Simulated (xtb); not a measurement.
CHN, charge +1, doublet, geometry from GFN2-xTB (a state made from the parent by changing its charge; the spin is typed, not shown lowest). Base run: GFN2-xTB (xtb).

Input for xtb:
```
$ xtb mol.xyz --gfn 2 --chrg 1 --uhf 1 --json

# file mol.xyz
3

C     -0.00000000    -0.00000000    -0.72004593
N      0.00000000     0.00000000     0.40993120
H      0.00000000     0.00000000     1.45075717
```

Each row names what was changed in the base input (with any setting that the change needs).

| change | ΔE vs base (kcal/mol) | G_solv (kcal/mol) | SCF cycles |
|---|---|---|---|
| base | 0.000 | - | 11 |
| alpb = dmf | -71.4 | -73.68 | 12 |
| etemp = 3000 | -0.103 | - | 11 |
| etemp = 1000 | 0.000 | - | 11 |
| acc = 0.0001 | 0.000 | - | 17 |
| etemp = 10000 | -14.25 | - | 11 |
| alpb = hexane | -45.98 | -46.25 | 11 |
| file = coord | 0.000 | - | 11 |

ALPB and GBSA are two models with their own fitted parameters for each solvent, which aren't always the measured dielectric constant.
